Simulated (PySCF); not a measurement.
C3F8. Atoms are numbered in the order given.

```xyz
11

F      1.3863     1.1007     1.0002
C      1.3169     0.0000     0.2353
F      1.3709    -1.0849     1.0241
F      2.3646    -0.0164    -0.6013
C      0.0000     0.0000    -0.5975
F     -0.0003    -1.1048    -1.3808
F      0.0003     1.1048    -1.3808
C     -1.3169     0.0000     0.2353
F     -1.3709     1.0849     1.0241
F     -2.3646     0.0164    -0.6013
F     -1.3863    -1.1007     1.0002
```
Charge 0, spin multiplicity 1.

Geometry optimised at PBE-D3(BJ)/def2-SVP.

These are PBE0/pcSseg-1 in PySCF values and carry that method's errors.

GIAO shieldings, no solvent; atoms alike by connectivity are averaged. δ = σ(ref) − σ: ¹⁹F against CFCl3 (σ = 167.2 ppm); ¹³C against TMS (σ = 186.3 ppm), references at their B3LYP-D3(BJ)/def2-TZVP geometries, non-relativistic.

Computed chemical shifts:
```tsv
nucleus	atoms	count	δ (ppm)
¹⁹F	F1, F3, F4, F9, F10, F11	6	-92.2
¹⁹F	F6, F7	2	-147.2
¹³C	C2, C8	2	130.0
¹³C	C5	1	115.9
```
